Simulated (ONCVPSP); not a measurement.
**What one change does to a pseudopotential (O, ONCV)**

```
Element                 : O (Z = 8)
Generator               : ONCVPSP 4.0.1
Type                    : optimised norm-conserving Vanderbilt (ONCV)
Functional              : LDA (Perdew-Zunger)
Relativity              : scalar-relativistic
Frozen core             : [He]
Valence charge          : 6
Reference configuration : 2s2 2p3.75 (charge +0.25)
Partial waves           : 2s: rc 0.75 bohr, ncon 4, nbas 8, qcut 7.8 1/bohr, 1 projector; 2p: rc 1.65 bohr, ncon 4, nbas 8, qcut 10.5 1/bohr, 2 projectors, debl 2.8 Ha; d scattering state at 0.11 Ha: rc 1.60 bohr, ncon 4, nbas 7, qcut 6.8 1/bohr, 2 projectors, debl 4 Ha
Local potential         : polynomial inside 0.55 bohr (lpopt 4, dvloc0 1 Ha)
Core correction         : none
```

Change: s: qcut 8.4.

Cutoffs: the cutoffs (Ha) at which the residual kinetic energy of the hardest occupied pseudo-wave falls to 1 and 0.1 mHa per electron; they do not see the model core or the augmentation charge, which bear on the density cutoff. Errors are all-electron minus pseudo energies relative to the spin-unpolarised reference configuration.

**Question.** What does the change do?

**Answer.** The potential gets softer (77 Ha and 272 Ha → 45 Ha and 245 Ha); the errors of the 4 common tests hardly move; neither file shows a bound ghost.

```csv
quantity,base,changed
"cutoff, loose",77 Ha,45 Ha
"cutoff, tight",272 Ha,245 Ha
loose cutoff by channel,"s 77 Ha, p 31 Ha","s 45 Ha, p 31 Ha"
bound ghosts,none,none
GHOST(+) flags under 300 eV,d at 166.9 eV,d at 166.9 eV
"error for 2s2 2p4, meV [ΔE -2.73 eV]",+1.1,+1.1
"error for 2s2 2p3, meV [ΔE 13.85 eV]",+19,+19
"error for 2s2 2p2, meV [ΔE 47.56 eV]",+207,+205
"error for 2s0 2p6, meV [ΔE 26.50 eV]",+100,+98
s: phases at 0.76 bohr within 0.05 rad from the reference energy up to (Ha; the scan ends near 5),to the end of the scan,to the end of the scan
p: phases at 1.68 bohr within 0.05 rad from the reference energy up to (Ha; the scan ends near 5),to the end of the scan,to the end of the scan
d: phases at 1.63 bohr within 0.05 rad from the reference energy up to (Ha; the scan ends near 5),to the end of the scan,to the end of the scan
```
